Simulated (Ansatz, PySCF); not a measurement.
Lewis adduct: GaH3 (SMILES [GaH3]) (first 4 atoms) with C2H6O (SMILES COC); geometry from B3LYP-D3(BJ)/def2-TZVP, rigid monomers moved along the line of their centres of mass till Ga1···O6 is 1.95 Å.
(charge 0, multiplicity 1):
```xyz
13

Ga     0.7169     0.2403     0.9854
H      1.9781    -0.6968     1.1198
H     -0.6087    -0.3757     0.3769
H      0.9005     1.8057     0.9343
C     -0.8926     1.0152     3.2209
O      0.1876     0.1512     2.8591
C      0.0435    -1.1722     3.3807
H     -0.9623     1.0761     4.3089
H     -1.8339     0.6435     2.8072
H     -0.6684     1.9942     2.8067
H     -0.0171    -1.1304     4.4702
H      0.9251    -1.7304     3.0780
H     -0.8540    -1.6469     2.9752
```

Monomers are frozen at their geometry in the pair; levels with a basis set take the counterpoise correction. Rows marked so take none.

Cores are frozen in the correlated methods. Filled d and f shells under p-block atoms count as core. Rows in 6-31G* carry no dispersion term and start afresh at each structure (6-31G* with six Cartesian d functions); the Pople sets are all-electron and without relativity.

Codes used: Ansatz (an electronic-structure program) with Gaussian orbitals; PySCF for 6-31G* rows. Each number belongs to the level named beside it.

Question: Predict the interaction energy from B3LYP/6-31G* (no counterpoise).

Answer: -640 meV

Question: Predict the interaction energy from MP2/aug-cc-pVDZ.

Answer: -597 meV

Question: What is the computed interaction energy (wB97M-V/def2-TZVPPD)?

Answer: -752 meV
